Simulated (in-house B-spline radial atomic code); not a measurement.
Ionising Ge+ with different functionals

Computed with a B-spline radial code for spherical atoms: four-component Dirac-Coulomb Hamiltonian, Fermi nucleus of rms radius 4.0742 fm, spin-restricted, spherical fractional occupations for the functionals. The ionisation energy is the difference of two self-consistent energies, [Ar] 3d10 4s2 4p1 → [Ar] 3d10 4s2, without Breit or QED terms; ε is the level of the shell that loses the electron (mean over j). The electron is taken from both j subshells in proportion to 2j + 1, so the result is a j average, not the step between ground levels.

Hybrids are left out here: with spherical fractional occupations of an open shell their exact exchange keeps a self-interaction that integer-occupation calculations don't have.

| method | rung | ΔSCF (eV) | -ε(4p) (eV) |
| --- | --- | --- | --- |
| LDA VWN5 | LDA | 15.71 | 11.47 |
| relativistic LDA | LDA | 15.71 | 11.47 |
| LDA PW92 | LDA | 15.71 | 11.47 |
| LDA exchange-only | LDA | 14.56 | 10.35 |
| PBE | GGA | 15.44 | 11.24 |
| PBEsol | GGA | 15.45 | 11.26 |
| BLYP | GGA | 15.46 | 11.20 |
| RPBE | GGA | 15.35 | 11.17 |
| PW91 | GGA | 15.53 | 11.31 |
| BP86 | GGA | 15.61 | 11.40 |
| AM05 | GGA | 15.41 | 11.21 |
| OLYP | GGA | 15.18 | 11.01 |

(1) How do they compare with the NIST value?

## Answers

(1) NIST lists 15.935 eV (measured, ground level to ground level). Errors run from -1.38 to -0.22 eV; LDA VWN5 is closest (-0.22 eV), but part of that can be cancellation, since the calculations leave out Breit-QED terms, spin polarisation, the choice among j levels, multiplet and fine-structure energies.
